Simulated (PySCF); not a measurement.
formyl cation (CHO), SMILES C#[O+], charge +1. Geometry optimised at r2SCAN-D4/def2-TZVPD.

PySCF 2.14.0 with TDDFT-M06-2X/def2-TZVPD puts the lowest singlet excitations at 8.67, 9.92, 9.92, 11.46, 11.46, 14.49 eV and the lowest triplet (TDA) at 7.80 eV.

Question: What are the lowest singlet roots from EOM-CCSD/aug-cc-pVDZ (PySCF)? (Estimate from the structure and the level; the computed values follow.)

Answer: 10.05, 10.36, 10.36, 11.82, 11.82, 14.70 eV; triplets 7.89, 9.09, 9.09 eV. S1 differs by 1.38 eV (second minus first; roots are paired by order, and the bases may differ).
